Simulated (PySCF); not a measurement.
Compound: C₃H₉BN₂.
SMILES with atom numbers: `[NH2:1][B:2]([NH2:3])[CH:4]1[CH2:5][CH2:6]1` (hydrogens: H7, H8 on N1; H9, H10 on N3; H11 on C4; H12, H13 on C5; H14, H15 on C6)

A GFN2-xTB structure was refined with PBE0-D3(BJ)/def2-SVP geometry optimisation, gas phase (PySCF 2.14.0). Its GFN2-xTB values:

| coordinate | GFN2-xTB |
| --- | --- |
| N1–B2 | 1.432 Å |
| N1–H7 | 0.988 Å |
| B2–C4 | 1.548 Å |
| C4–C5 | 1.527 Å |
| C4–H11 | 1.076 Å |
| C5–C6 | 1.484 Å |
| C5–H12 | 1.069 Å |
| C5–H13 | 1.085 Å |
| N1–B2–N3 | 120.2° |
| N1–B2–C4 | 122.0° |
| B2–C4–C5 | 121.6° |
| B2–C4–C6 | 122.9° |
| C4–C5–C6 | 61.1° |
| C5–C4–C6 | 58.1° |
| N1–B2–C4–C5 | 102° |

Question: How do these coordinates change at the PBE0-D3(BJ)/def2-SVP level?

Answer: 
```json
{"coordinate": "B2–C4", "PBE0-D3(BJ)/def2-SVP (Å or °)": "1.582", "change": "+0.034"}
{"coordinate": "C5–H12", "PBE0-D3(BJ)/def2-SVP (Å or °)": "1.094", "change": "+0.025"}
{"coordinate": "C4–H11", "PBE0-D3(BJ)/def2-SVP (Å or °)": "1.098", "change": "+0.022"}
{"coordinate": "N1–H7", "PBE0-D3(BJ)/def2-SVP (Å or °)": "1.009", "change": "+0.021"}
{"coordinate": "C4–C5", "PBE0-D3(BJ)/def2-SVP (Å or °)": "1.511", "change": "-0.016"}
{"coordinate": "N1–B2", "PBE0-D3(BJ)/def2-SVP (Å or °)": "1.416", "change": "-0.016"}
{"coordinate": "C5–C6", "PBE0-D3(BJ)/def2-SVP (Å or °)": "1.497", "change": "+0.013"}
{"coordinate": "C5–H13", "PBE0-D3(BJ)/def2-SVP (Å or °)": "1.094", "change": "+0.009"}
{"coordinate": "N1–B2–C4", "PBE0-D3(BJ)/def2-SVP (Å or °)": "119.5", "change": "-2.5"}
{"coordinate": "N1–B2–N3", "PBE0-D3(BJ)/def2-SVP (Å or °)": "121.8", "change": "+1.6"}
{"coordinate": "B2–C4–C5", "PBE0-D3(BJ)/def2-SVP (Å or °)": "120.1", "change": "-1.5"}
{"coordinate": "C5–C4–C6", "PBE0-D3(BJ)/def2-SVP (Å or °)": "59.5", "change": "+1.4"}
{"coordinate": "C4–C5–C6", "PBE0-D3(BJ)/def2-SVP (Å or °)": "60.0", "change": "-1.1"}
{"coordinate": "B2–C4–C6", "PBE0-D3(BJ)/def2-SVP (Å or °)": "122.2", "change": "-0.7"}
{"coordinate": "N1–B2–C4–C5", "PBE0-D3(BJ)/def2-SVP (Å or °)": "101", "change": "-1"}
```

The energy falls by 2.9 kcal/mol over 11 energy and gradient evaluations, the largest force component goes from 0.0364 to 2.2e-04 Eh/bohr, and the atoms move by 0.046 Å rms after alignment. The bond that changes most is B2–C4 (three-coordinate boron to sp3 carbon bound to boron), which lengthens by 0.034 Å. Bonds longer at the end by more than 0.005 Å: 11 of 15; shorter: 4. Rotational constants go from 5994, 2599, 1986 to 5916, 2614, 1995 MHz.

The run used 129 basis functions and 67 SCF cycles in all. The run took 50 s of wall time on one thread, Arm Neoverse V2 (aarch64) (shared host), and the process peaked at 0.50 GiB of memory.

Stationary, but not proved a minimum. The numbers are those of one conformer.

Shape of the structure used: `[NH2:1][B:2]([NH2:3])[CH:4]1[CH2:5][CH2:6]1`: N1–B2–C4–C5 101°, H–N1–B2–N3 -174°, H–N1–B2–N3 0°, H–N3–B2–N1 -174°, H–N3–B2–N1 1°.
